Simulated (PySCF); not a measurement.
GeH2S2, SMILES [SH][Ge][SH] (connectivity only; charge and spin as stated), neutral, multiplicity 1. Geometry: PBE0-D3(BJ)/def2-TZVP. One conformer was computed; it need not be the lowest.

TDDFT-PBE0/def2-SVPD (PySCF 2.14.0) puts the lowest singlet excitations at 3.73, 4.31, 5.25, 5.55, 5.88, 5.90 eV.

Question: What are the lowest excitation roots from ADC(2)/aug-cc-pVDZ in PySCF? (An estimate is asked for; the answer gives what the named calculation found.)

Answer: 3.79, 4.25, 5.36, 5.90, 5.99, 6.05 eV. S1 differs by 0.06 eV (second minus first; roots are paired by order, and the bases may differ).
